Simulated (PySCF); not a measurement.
Input for PySCF:
```python
from pyscf import gto, scf, dft

mol = gto.M(
    atom='''
Si    0.25525364    0.24331611    0.24315598
F    -0.69074141   -0.73372896    1.06805322
F    -0.73927609    1.06837931   -0.68429241
F     1.03295628   -0.71314208   -0.76200346
''',
    basis='def2-sv(p)',
    spin=1,
    verbose=4,
)

mf = dft.UKS(mol)
mf.xc = 'b3lyp'
mf.kernel()
```

Task: What dipole moment does B3LYP/def2-SV(P) (PySCF) give?

Result: 1.82 D

Task: Estimate the <S^2> that B3LYP/def2-SV(P) returns for this input.

Result: 0.751

Task: What Mulliken (on the basis functions themselves) charges in atom order does B3LYP/def2-SV(P) give?

Result: Si1 0.92, F2 -0.31, F3 -0.31, F4 -0.31

Task: Estimate the total energy that B3LYP/def2-SV(P) returns for this input.

Result: -588.8233 Eh

Task: What nuclear repulsion energy does B3LYP/def2-SV(P) give?

Result: 176.9054 Eh

These values belong to the state on which the SCF converged, which isn't shown to be the lowest.
